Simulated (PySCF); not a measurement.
Geometry:
| atom | x (Å) | y (Å) | z (Å) |
| --- | --- | --- | --- |
| C1 | 3.498 | 0.165 | 0.180 |
| C2 | 2.920 | -0.685 | -0.646 |
| O3 | 1.597 | -0.961 | -0.703 |
| Si4 | 0.314 | -0.419 | 0.125 |
| F5 | 0.590 | -0.633 | 1.716 |
| C6 | -0.216 | 1.388 | -0.086 |
| C7 | -1.713 | 1.495 | 0.239 |
| O8 | -2.514 | 0.576 | -0.463 |
| C9 | -2.440 | -0.750 | 0.004 |
| C10 | -1.155 | -1.476 | -0.404 |
| H11 | 4.560 | 0.317 | 0.158 |
| H12 | 2.924 | 0.717 | 0.902 |
| H13 | 3.471 | -1.261 | -1.377 |
| H14 | -0.060 | 1.720 | -1.113 |
| H15 | 0.326 | 2.075 | 0.563 |
| H16 | -1.859 | 1.361 | 1.321 |
| H17 | -2.094 | 2.480 | -0.046 |
| H18 | -3.314 | -1.251 | -0.424 |
| H19 | -2.533 | -0.762 | 1.100 |
| H20 | -1.150 | -2.464 | 0.054 |
| H21 | -1.161 | -1.618 | -1.484 |

- shieldings: GIAO PBE0/pcSseg-1
- geometry from GFN2-xTB
- code: PySCF
- equivalent nuclei averaged, single conformer, gas phase, non-relativistic Hamiltonian

Task: List the cross peaks expected in HSQC, COSY and HMBC spectra.

Result: 

HSQC (one-bond C–H):
```tsv
δH	δC
6.53 (H13)	154.1 (C2)
4.62 (H12)	99.2 (C1)
4.55 (H11)	99.2 (C1)
4.53 (H17/H18)	71.9 (C7/C9)
3.50 (H16/H19)	71.9 (C7/C9)
1.18 (H14/H21)	19.9 (C6/C10)
0.79 (H15/H20)	19.9 (C6/C10)
```

COSY cross peaks (H two or three bonds apart, from the bond graph; peaks can be absent where the dihedral angle is near 90°):
```tsv
δH	δH
6.53 (H13)	4.62 (H12)
6.53 (H13)	4.55 (H11)
4.62 (H12)	4.55 (H11)
4.53 (H17/H18)	3.50 (H16/H19)
4.53 (H17/H18)	1.18 (H14/H21)
4.53 (H17/H18)	0.79 (H15/H20)
3.50 (H16/H19)	1.18 (H14/H21)
3.50 (H16/H19)	0.79 (H15/H20)
1.18 (H14/H21)	0.79 (H15/H20)
```

HMBC (two and three bonds, from the bond graph):
```tsv
δH	δC
6.53 (H13)	99.2 (C1)
4.62 (H12)	154.1 (C2)
4.55 (H11)	154.1 (C2)
4.53 (H17/H18)	71.9 (C7/C9), 19.9 (C6/C10)
3.50 (H16/H19)	71.9 (C7/C9), 19.9 (C6/C10)
1.18 (H14/H21)	71.9 (C7/C9), 19.9 (C6/C10)
0.79 (H15/H20)	71.9 (C7/C9), 19.9 (C6/C10)
```

Scale: 1H (σ = 31.72 ppm), 13C (σ = 186.93 ppm) vs TMS (reference shieldings calculated alike).

Shifts are as computed. Against solution values, carbons near 30 ppm lie about +3 ppm off and those near 130 ppm about +5 ppm. Of 1211 compounds with measured shifts, 218 miss one by over three times the rms of a fit or turn the order of signals round; such compounds aren't used in these exercises.
